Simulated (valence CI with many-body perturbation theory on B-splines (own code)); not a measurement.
# Forbidden lines of Tl³¹⁺

Level of theory: relativistic CI+MBPT: four valence electrons over a frozen Dirac-Fock core [Kr] 4d10, radial functions for each j: 8 s, 8 p, 9 d, 9 f, 6 g, 3 h, 2 i, with the one-electron correlation potential Σ1, the two-electron term Σ2, the three-electron term Σ3, Breit, model QED; selected CI, second order for the rest, scaled by the run's own slope (own B-spline code, finite nucleus).

The last digits are not significant, and no measured levels were compared; by estimate large intervals hold to a few tenths of a per cent, small ones and those within an open d or f shell to about a per cent. Core correlation moves these levels by up to 4800 cm⁻¹, and in measured spectra 5 to 20 % of such shifts remained as error; rates that hang on mixing are uncertain with them. Only levels of the ground parity were solved; by the run's estimate the other parity begins above the list, which can be wrong where configurations are misplaced.

Lines 51 to 100 of 120 in falling wavelength, among levels below 25.301 eV, chosen from the decays that carry over 1 % of a level's rate. Wavelengths and rates use the calculated energies. Electric multipoles are in the length gauge, E1 and E2 with the static RPA response of the core. S is in atomic units (e²a₀⁴ for E2 and M2, e²a₀⁶ for E3), for M1 in squared Bohr magnetons. Weak lines are less certain than strong ones. Lines between different terms over intervals too small for the method are left out, as are lines whose strength nearly cancels. Where a level lies close to another of its J and parity, the split of strength between their lines is uncertain.

Levels are named by their leading jj configuration (3d3/2^4 stands for four electrons in 3d with j = 3/2), which in mixed levels can hold well under half, so a name can repeat and another be missing. Letters in brackets count levels of one name in rising energy.

```tsv
λ vac (nm)	Upper	Lower	Type	A (s⁻¹)	S (a.u.)
221.1	(4f5/2^2 4f7/2^2) J=3 [a]	(4f5/2^3 4f7/2) J=2 [a]	M1	2.18e+03	6.11e+00
218.7	(4f5/2^2 4f7/2^2) J=2 [b]	(4f5/2^3 4f7/2) J=2 [b]	M1	1.46e+03	2.84e+00
217.3	(4f5/2^2 4f7/2^2) J=1	(4f5/2^3 4f7/2) J=2 [b]	M1	1.38e+03	1.58e+00
215.4	(4f5/2^2 4f7/2^2) J=7 [a]	(4f5/2^3 4f7/2) J=6 [a]	M1	1.74e+03	9.67e+00
214.1	(4f5/2^2 4f7/2^2) J=2 [a]	(4f5/2^3 4f7/2) J=3 [a]	M1	9.94e+02	1.81e+00
207.7	(4f5/2^2 4f7/2^2) J=3 [a]	(4f5/2^3 4f7/2) J=3 [a]	M1	1.04e+03	2.42e+00
207.2	(4f5/2^2 4f7/2^2) J=4 [c]	(4f5/2^3 4f7/2) J=5 [b]	M1	2.53e+02	7.51e-01
203.2	(4f5/2^3 4f7/2) J=1 [b]	(4f5/2^3 4f7/2) J=2 [b]	M1	5.66e+01	5.28e-02
198.9	(4f5/2^3 4f7/2) J=4 [b]	(4f5/2^3 4f7/2) J=3 [b]	M1	1.30e+02	3.41e-01
195.6	(4f5/2^2 4f7/2^2) J=2 [b]	(4f5/2^3 4f7/2) J=2 [a]	M1	2.14e+02	2.97e-01
195.2	(4f5/2^2 4f7/2^2) J=6 [c]	(4f5/2^3 4f7/2) J=5 [b]	M1	4.67e+02	1.67e+00
194.6	(4f5/2^2 4f7/2^2) J=6 [c]	(4f5/2^2 4f7/2^2) J=6 [a]	M1	3.28e+02	1.17e+00
187.7	(4f5/2^2 4f7/2^2) J=3 [b]	(4f5/2^3 4f7/2) J=2 [b]	M1	3.23e+02	5.55e-01
185.0	(4f5/2^2 4f7/2^2) J=2 [b]	(4f5/2^3 4f7/2) J=3 [a]	M1	7.22e+01	8.48e-02
182.2	(4f5/2^2 4f7/2^2) J=4 [b]	(4f5/2^3 4f7/2) J=4 [a]	M1	1.65e+03	3.33e+00
181.8	(4f5/2^2 4f7/2^2) J=3 [b]	(4f5/2^3 4f7/2) J=3 [b]	M1	4.38e+02	6.82e-01
178.0	(4f5/2^2 4f7/2^2) J=2 [a]	(4f5/2^3 4f7/2) J=1 [a]	M1	1.62e+03	1.70e+00
176.0	(4f5/2^3 4f7/2) J=4 [b]	(4f5/2^3 4f7/2) J=3 [a]	M1	4.86e+01	8.83e-02
170.4	(4f5/2^2 4f7/2^2) J=3 [b]	(4f5/2^3 4f7/2) J=2 [a]	M1	1.54e+02	1.97e-01
169.1	(4f5/2^2 4f7/2^2) J=3 [a]	(4f5/2^3 4f7/2) J=4 [a]	M1	4.49e+01	5.64e-02
166.6	(4f5/2^2 4f7/2^2) J=9	(4f5/2^3 4f7/2) J=8	M1	1.52e+03	4.94e+00
166.2	(4f5/2^2 4f7/2^2) J=6 [a]	(4f5/2^3 4f7/2) J=5 [a]	M1	3.48e+03	7.70e+00
165.7	(4f5/2^3 4f7/2) J=5 [b]	(4f5/2^3 4f7/2) J=5 [a]	M1	3.40e+02	6.30e-01
164.6	(4f5/2^3 4f7/2) J=4 [a]	(4f5/2^4) J=4	M1	2.08e+03	3.09e+00
162.4	(4f5/2^2 4f7/2^2) J=3 [b]	(4f5/2^3 4f7/2) J=3 [a]	M1	3.51e+01	3.90e-02
161.6	(4f5/2^2 4f7/2^2) J=4 [c]	(4f5/2^3 4f7/2) J=3 [b]	M1	1.53e+02	2.15e-01
161.1	(4f5/2^2 4f7/2^2) J=5 [a]	(4f5/2^3 4f7/2) J=4 [a]	M1	3.42e+02	5.83e-01
158.2	(4f5/2^2 4f7/2^2) J=2 [c]	(4f5/2^3 4f7/2) J=3 [b]	M1	1.84e+03	1.35e+00
157.4	(4f5/2^2 4f7/2^2) J=2 [b]	(4f5/2^3 4f7/2) J=1 [a]	M1	1.01e+03	7.31e-01
156.7	(4f5/2^2 4f7/2^2) J=1	(4f5/2^3 4f7/2) J=1 [a]	M1	1.31e+03	5.60e-01
155.0	(4f5/2^4) J=0	(4f5/2^4) J=2	E2	2.14e+00	1.71e-02
151.9	(4f5/2^2 4f7/2^2) J=5 [b]	(4f5/2^3 4f7/2) J=4 [a]	M1	1.46e+03	2.09e+00
149.6	(4f5/2^2 4f7/2^2) J=2 [c]	(4f5/2^3 4f7/2) J=2 [a]	M1	1.90e+03	1.18e+00
149.2	(4f5/2^3 4f7/2) J=1 [b]	(4f5/2^3 4f7/2) J=1 [a]	M1	1.28e+02	4.74e-02
147.5	(4f5/2^3 4f7/2) J=4 [b]	(4f5/2^3 4f7/2) J=4 [a]	M1	1.08e+03	1.16e+00
147.0	(4f5/2^2 4f7/2^2) J=8 [b]	(4f5/2^3 4f7/2) J=7	M1	6.90e+02	1.38e+00
146.1	(4f5/2^2 4f7/2^2) J=4 [c]	(4f5/2^3 4f7/2) J=3 [a]	M1	9.59e+02	9.97e-01
145.2	(4f5/2^2 4f7/2^2) J=6 [b]	(4f5/2^3 4f7/2) J=7	M1	2.76e+02	4.08e-01
143.9	(4f5/2^2 4f7/2^2) J=4 [a]	(4f5/2^3 4f7/2) J=5 [a]	M1	2.19e+02	2.17e-01
143.3	(4f5/2^2 4f7/2^2) J=2 [c]	(4f5/2^3 4f7/2) J=3 [a]	M1	5.92e+02	3.23e-01
142.8	(4f5/2^2 4f7/2^2) J=5 [a]	(4f5/2^3 4f7/2) J=6 [a]	M1	3.62e+02	4.30e-01
139.4	(4f5/2^3 4f7/2) J=3 [a]	(4f5/2^4) J=4	M1	3.35e+02	2.35e-01
137.8	(4f5/2^2 4f7/2^2) J=3 [b]	(4f5/2^3 4f7/2) J=4 [a]	M1	1.16e+02	7.89e-02
135.6	(4f5/2^2 4f7/2^2) J=5 [b]	(4f5/2^3 4f7/2) J=6 [a]	M1	1.25e+02	1.27e-01
133.7	(4f5/2^2 4f7/2^2) J=0 [a]	(4f5/2^3 4f7/2) J=1 [a]	M1	7.74e+02	6.86e-02
127.7	(4f5/2^3 4f7/2) J=3 [b]	(4f5/2^4) J=4	M1	2.98e+02	1.61e-01
126.9	(4f5/2^2 4f7/2^2) J=2 [a]	(4f5/2^4) J=2	M1	6.21e+01	2.35e-02
126.2	(4f5/2^2 4f7/2^2) J=2 [c]	(4f5/2^3 4f7/2) J=1 [a]	M1	8.40e+02	3.13e-01
125.9	(4f5/2^2 4f7/2^2) J=4 [c]	(4f5/2^3 4f7/2) J=4 [a]	M1	2.06e+02	1.37e-01
123.2	(4f5/2^2 4f7/2^2) J=6 [b]	(4f5/2^3 4f7/2) J=6 [a]	M1	1.75e+02	1.58e-01
```
